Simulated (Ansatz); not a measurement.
Saddle point of BHBrF₃, closed shell (BF₃ ([F][B]([F])[F]) + HBr → BBrF₂ ([F][B]([F])[Br]) + HF; bonds formed: B1–Br6, F2–H5; bonds broken: B1–F2, H5–Br6), PBE0-D4/def2-TZVP structure:

```tsv
atom	x (Å)	y (Å)	z (Å)
B1	-0.3835	-0.1555	-0.3473
F2	-0.2379	1.1194	0.4919
F3	-1.3908	-0.8829	0.0883
F4	-0.2409	0.1156	-1.6280
H5	0.7320	0.6486	0.8678
Br6	1.5210	-0.8452	0.5273
```

Energies are electronic, without zero-point energy. Barriers and step energies count from the start structure reached by relaxing down the imaginary mode; all methods use the PBE0-D4 structures, on which another method's saddle can fall below an end. Ansatz 0.2.0; basis: def2-TZVPP, with def2-QZVPP for the basis limit; cores frozen in the correlated methods. Filled d shells of the heavier atoms are correlated. The def2 sets are not built for correlating such inner shells, so the correlated values are less sure here. B3LYP uses VWN-RPA correlation. Extrapolation: Hartree–Fock as exp(−7.88 √X), correlation as X^−2.97.

| method | barrier (kcal/mol) | step energy (kcal/mol) |
| --- | --- | --- |
| SPW92 | 15.48 | 15.72 |
| PBE-D4 | 24.07 | 15.24 |
| BLYP-D4 | 29.90 | 17.39 |
| r2SCAN-D4 | 26.93 | 17.06 |
| B97M-V | 33.06 | 18.51 |
| PBE0-D4 | 27.97 | 16.32 |
| B3LYP-D4 | 32.39 | 18.22 |
| r2SCAN0-D4 | 29.61 | 17.62 |
| BHLYP-D4 | 36.94 | 19.53 |
| CAM-B3LYP-D4 | ? | 19.05 |
| wB97X-V | 31.40 | 17.17 |
| wB97M-V | ? | 17.16 |
| B2PLYP | 32.87 | 18.06 |
| PBE-QIDH | 30.44 | 16.83 |
| RPA on PBE | ? | 17.95 |
| HF | 49.64 | 22.48 |
| MP2 | 30.79 | 16.29 |
| CCSD | 36.28 | 18.61 |
| CCSD(T) | 33.28 | 17.76 |

Question: Fill in the withheld barriers. (An estimate is asked for; the value comes from the calculation.)

Answer: Computed: CAM-B3LYP-D4 32.57; RPA on PBE 32.90; wB97M-V 30.47 kcal/mol. Each is the energy of the saddle less that of the start structure, by the same method.

For comparison, the barrier by CCSD(T) at an estimated basis limit (MP2 extrapolated from triple and quadruple zeta, plus CCSD(T) − MP2 in triple zeta) is 32.76 kcal/mol.

The T1 diagnostic stays at or below 0.011.

Labels in which every atom is bracketed show which atoms are joined, not bond orders.

For scale, one of the runs: CCSD(T)/def2-TZVPP, 186 basis functions, launched by `ansatz run in.yaml --threads 4 --pin off --events-out ev --progress --plain --max-ram 9574MiB`. The run took 64 s on 4 CPU threads of an Arm Neoverse V2 (shared host), with 2.3 GiB of host memory at its peak.
